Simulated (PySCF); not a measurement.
PySCF 2.14.0 with density-fitted response routines calculation with shielding tensors at PBE0/pcSseg-1 (GIAO) and geometry from PBE0-D3(BJ)/def2-SVP; isolated molecule, one averaged value for each set of equivalent atoms, a single conformation, no relativistic terms.

Chemical shifts δ = σref − σ; $^{1}$H (31.27 ppm) and $^{13}$C (184.41 ppm) vs TMS, all at this level. Shifts are as computed. Against solution values, carbons near 30 ppm lie about +2 ppm off and those near 130 ppm about +5 ppm. Of 1313 compounds with measured shifts, 239 miss one by over three times the rms of a fit or turn the order of signals round; such compounds aren't used in these exercises.

**Question.** Order these molecules by the shift of their most deshielded carbon, lowest δ first.
A. CP1(=O)CC1
B. C1CCC(C2CC2)CC1
C. FC(F)c1cccc2c1C=C[SiH2]2
D. [SiH3][Si]([SiH3])([SiH2]P)c1ccccc1

**Answer.** A (15.9 ppm, methyl carbon bonded to P), B (42.2 ppm, sp3 CH in a ring), D (142.7 ppm, aromatic CH), C (161.1 ppm, alkene CH).

**Question.** Order these molecules by the shift of their most shielded carbon-bound hydrogen, lowest δ first.
A. C1CCC(C2CC2)CC1
B. [SiH3][Si]([SiH3])([SiH2]P)c1ccccc1
C. FC(F)c1cccc2c1C=C[SiH2]2
D. CP1(=O)CC1

**Answer.** A (0.01 ppm, hydrogen on a three-membered-ring carbon), D (0.71 ppm, hydrogen on a three-membered-ring carbon), C (6.40 ppm, hydrogen on an sp3 CH bonded to 2 F, on an aromatic ring), B (7.46 ppm, hydrogen on an aromatic CH).

**Question.** How many $^{13}$C and $^{1}$H signals does each give (equivalence by symmetry and fast rotation, but not about amide C–N or C=N bonds)? `[SiH3][Si]([SiH3])([SiH2]P)c1ccccc1`, `CP1(=O)CC1`, `C1CCC(C2CC2)CC1`, `FC(F)c1cccc2c1C=C[SiH2]2`

**Answer.** [SiH3][Si]([SiH3])([SiH2]P)c1ccccc1: 4 C, 6 H; CP1(=O)CC1: 2 C, 3 H; C1CCC(C2CC2)CC1: 6 C, 10 H; FC(F)c1cccc2c1C=C[SiH2]2: 9 C, 7 H.
